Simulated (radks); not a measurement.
Values are calculated unless marked as measured or tabulated.
Question: These are the eigenvalues of the occupied orbitals of an atom or ion with whole-number occupations (Ry). Code: a radial shooting solver on a logarithmic mesh with Libxc functionals. Model: non-relativistic Kohn-Sham, LDA (Slater exchange, Perdew-Wang correlation), spin-polarised, spherical densities, point nucleus.

| orbital | eigenvalue |
|---|---|
| 1s up | -258.5967 |
| 1s down | -258.5755 |
| 2s up | -27.40017 |
| 2s down | -27.37828 |
| 2p up | -22.29834 |
| 2p down | -22.27124 |
| 3s up | -4.14392 |
| 3s down | -4.05811 |
| 3p up | -2.92463 |
| 3p down | -2.84397 |

Which element is it, and in what charge state? The configuration may be excited.

Answer: Z = 19, potassium, charge +2: K2+ in [Ne] 3s2 3p(up 3, down 2). The list shows which subshells hold electrons but not how many an open one holds; the 1s level, -129.3 hartree, gives Z - s = 16.1 by -(Z - s)^2/2, which with screening narrows Z to a few neighbours, and the depths of the outer levels then fix element, charge and occupations together.
